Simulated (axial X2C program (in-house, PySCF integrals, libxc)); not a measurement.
**Levels of GeCl by electron attachment to GeCl⁺ (EOM-EA-CCSD)**

Computed with an in-house all-electron X2C program for linear molecules (integrals from PySCF): two-component X2C with atomic mean-field Coulomb and Gaunt terms, Gaussian nuclei, basis Ge dyall-acv3z, Cl dyall-av3z with contracted cores.

R = 2.007 Å (0.920 times 2.182 Å, the PBE0 minimum at charge 0 for the lowest determinant).

Levels of GeCl obtained by attaching an electron to GeCl⁺:

```
  Ω  binding energy (eV)  above lowest (cm⁻¹)                  attached spinor  one-particle weight
1/2                6.967                    0   74% Ge pπ, 11% Cl dπ, 7% Cl pπ                 0.96
3/2                6.859                  873   74% Ge pπ, 11% Cl dπ, 7% Cl pπ                 0.96
1/2                3.608                27090  51% Ge pσ, 25% Ge dσ, 12% Cl sσ                 0.96
1/2                3.042                31653                        82% Ge sσ                 0.98
1/2                2.091                39325             86% Ge pπ, 12% Cl pπ                 0.99
3/2                2.076                39446             87% Ge pπ, 11% Cl pπ                 0.99
```

Problem. What is the splitting of the first π pair in the table, and is it regular or inverted?

Solution. E(3/2) − E(1/2) = 873 − 0 = 873 cm⁻¹ at EOM-EA-CCSD: regular, Ω = 1/2 lower. Splittings at this level can be off by ten to twenty per cent.

This point took 14 s on 1 thread of Intel(R) Xeon(R) Processor @ 2.30GHz, on a shared host.

Reference electrons by ω block (each with its −ω partner): 1/2: 17, 3/2: 6, 5/2: 1. 10 electrons of GeCl⁺ correlated (inner shells frozen), 92 natural virtual spinors (a truncated set); levels can be off by some tenths of an eV. Roots sought by Ω: (1/2: 5, 3/2: 4, 5/2: 2, 7/2: 1); the list ends where they run out and leaves out roots under 60 % one-particle weight. The solver can skip a root, and states that need a further excitation, which the method places far too high, are missing though they may lie low or lowest. T1 of the reference 0.017 (Lee–Taylor). The reference was not checked to be the lowest state of its species. Number of frozen shells: Ge 3 s, 2 p, 1 d; Cl 2 s, 1 p.
